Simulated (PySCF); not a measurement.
A PySCF script (with the pyscf-properties extension) for the NMR shieldings of `InChI=1S/C3H6F5PSi/c1-9(10)3(7,8)2(4,5)6/h1,10H3`, on a GFN2-xTB geometry:

```python
import basis_set_exchange as bse
import numpy as np
from pyscf import gto, dft
from pyscf.prop import nmr

atoms = """
C     1.635708    1.403714    0.360398
P     0.553708    0.443303   -0.785629
Si    1.161059   -1.658916   -0.213693
C    -0.990923    0.586546    0.278801
F    -0.836155    0.149025    1.559642
F    -1.336602    1.894137    0.387990
C    -2.161539   -0.170318   -0.351249
F    -3.342191    0.139930    0.174865
F    -1.994087   -1.491555   -0.207985
F    -2.220931    0.076893   -1.661811
H     1.586291    1.020517    1.378806
H     1.331068    2.450260    0.343561
H     2.656047    1.329483   -0.011317
H     2.601881   -1.658827   -0.473710
H     0.450246   -2.559031   -1.113575
H     0.898821   -1.946219    1.195878
"""
names = dict.fromkeys(["C", "P", "Si", "F", "H"], "pcSseg-1")
basis = {el: gto.basis.parse(bse.get_basis(n, elements=[el], fmt="nwchem")) for el, n in names.items()}
mol = gto.M(atom=atoms, basis=basis, charge=0, verbose=0)
mf = dft.RKS(mol, xc="PBE0")
mf.grids.level = 2
mf.grids.alignment = dft.numint.BLKSIZE   # the property module wants whole blocks of grid points
mf.conv_tol = 1e-9
mf.kernel()

calc = nmr.RKS(mf)   # GIAO
C = mf.mo_coeff
Co = C[:, mf.mo_occ > 0]
resp = mf.gen_response(singlet=True, hermi=2)
def vind(x):   # induced exchange potential for any number of trial vectors
    d = np.einsum("pi,xij,qj->xpq", C, 2 * x.reshape(-1, C.shape[1], Co.shape[1]), Co, optimize=True)
    return np.einsum("xpq,pi,qj->xij", resp(d - d.transpose(0, 2, 1)), C, Co, optimize=True).ravel()
mo1, _ = nmr.rhf.solve_mo1(calc, with_cphf=vind)
sigma = calc.kernel(mo1)
for i, s in enumerate(sigma):   # ppm
    w = np.linalg.eigvalsh((s + s.T) / 2)
    print("%2d %-2s iso %8.1f  s11 %8.1f  s22 %8.1f  s33 %8.1f" % (i, mol.atom_pure_symbol(i), w.mean(), *w))
```

**Question.** What does it print?

**Answer.** 
```
 0 C  iso    184.8  s11    174.5  s22    185.0  s33    194.9
 1 P  iso    421.8  s11    315.3  s22    395.9  s33    554.2
 2 Si iso    425.6  s11    396.9  s22    419.3  s33    460.5
 3 C  iso     55.0  s11     27.4  s22     67.4  s33     70.2
 4 F  iso    303.3  s11    179.0  s22    333.2  s33    397.7
 5 F  iso    306.4  s11    183.6  s22    327.7  s33    407.9
 6 C  iso     57.7  s11     50.5  s22     56.8  s33     65.9
 7 F  iso    275.4  s11    201.3  s22    275.8  s33    349.0
 8 F  iso    260.4  s11    186.8  s22    255.2  s33    339.3
 9 F  iso    253.3  s11    178.7  s22    250.7  s33    330.5
10 H  iso     29.8  s11     24.5  s22     28.8  s33     36.0
11 H  iso     29.9  s11     24.1  s22     27.8  s33     37.8
12 H  iso     30.7  s11     25.6  s22     27.5  s33     39.0
13 H  iso     27.9  s11     24.0  s22     25.9  s33     33.9
14 H  iso     27.5  s11     23.6  s22     26.1  s33     32.9
15 H  iso     27.4  s11     23.6  s22     26.7  s33     32.0
```

These numbers come from an equivalent density-fitted implementation of the same equations, which agrees with the script to about 0.01 ppm for H and up to a few tenths of a ppm for heavy atoms, so last digits may differ.

**Question.** Turn these shieldings into chemical shifts. Shifts are taken against calculated references (same method and geometry level): TMS for 13C (σref 186.93) and 29Si (σref 349.16) and 1H (σref 31.72); H3PO4 for 31P (σref 318.38); 19F (σref 170.95) against CFCl3.

**Answer.** Averaging equivalent atoms: C 3: 131.9; C 6: 129.2; C 0: 2.1; P 1: -103.4; Si 2: -76.4; F 7/8/9: -92.1; F 4/5: -133.9; H 13/14/15: 4.08; H 10/11/12: 1.59 ppm. Unscaled 19F shifts against computed CFCl3 carry errors that often reach 10 to 50 ppm. Experimental scales use liquid or dissolved standards, which lie at an offset from isolated H3PO4.

Size and cost of the density-fitted run: 214 basis functions, of the order of 120 core-seconds.
